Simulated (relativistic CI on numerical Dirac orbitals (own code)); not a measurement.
## Ligand-field terms of d1

Computed with a parametric ligand-field model of a d^n configuration (Racah B and C, spin-orbit zeta, crystal field), exact diagonalisation.

Field parameters in Wybourne normalisation: Oh B⁴₀ = 21Dq, B⁴₄ = √(5/14) B⁴₀. The field is a parameter set, without covalency.

Question: Ground term and bands for B = 860, C = 3980, ζ = 0 cm⁻¹, Oh, 10Dq = 19000 cm⁻¹?

Answer: Ground term 2T2 with 0.00 electrons in the two orbitals of the cubic e set. Spin-allowed: 2E 19000 cm⁻¹ (526 nm). Lowest spin-forbidden: none.

Question: Ground term and bands for B = 970, C = 4950, ζ = 0 cm⁻¹, Oh, 10Dq = 30700 cm⁻¹?

Answer: Ground term 2T2 with 0.00 electrons in the two orbitals of the cubic e set. Spin-allowed: 2E 30700 cm⁻¹ (326 nm). Lowest spin-forbidden: none.

Question: Ground term and bands for B = 330, C = 1310, ζ = 0 cm⁻¹, Oh, 10Dq = 19450 cm⁻¹?

Answer: Ground term 2T2 with 0.00 electrons in the two orbitals of the cubic e set. Spin-allowed: 2E 19450 cm⁻¹ (514 nm). Lowest spin-forbidden: none.

Question: Ground term and bands for B = 460, C = 1930, ζ = 0 cm⁻¹, Oh, 10Dq = 33350 cm⁻¹?

Answer: Ground term 2T2 with 0.00 electrons in the two orbitals of the cubic e set. Spin-allowed: 2E 33350 cm⁻¹ (300 nm). Lowest spin-forbidden: none.

Question: Ground term and bands for B = 360, C = 1440, ζ = 0 cm⁻¹, Oh, 10Dq = 8600 cm⁻¹?

Answer: Ground term 2T2 with 0.00 electrons in the two orbitals of the cubic e set. Spin-allowed: 2E 8600 cm⁻¹ (1163 nm). Lowest spin-forbidden: none.
